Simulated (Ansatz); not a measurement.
A structure relaxed at r2SCAN-D4/def2-SVP in Ansatz, charge 1, doublet:

```xyz
9

Be   -0.563   -1.150   -1.553
Be    0.818    0.895    1.497
Be   -1.163    0.482    0.509
Be    0.401    1.192   -1.571
Be   -0.040   -1.191    1.512
Se    0.573   -0.259   -2.960
Se   -0.106    2.310    0.124
Se   -1.699   -1.566    0.155
Se    1.778   -0.713    2.286
```

Task: Give its formula and point group.

Result: the cluster Be₅Se₄⁺. Point group Cs (tolerance 0.1 Å).

Task: Summarise the bond lengths by kind (pairs closer than 1.2 times the sum of covalent radii, bridged metal pairs left out).

Result: 10 × Be–Se 2.02 to 2.18 Å.

The relaxation made no stability test and no search for a lower SCF solution. The structure comes from a short search, and lower isomers may exist.
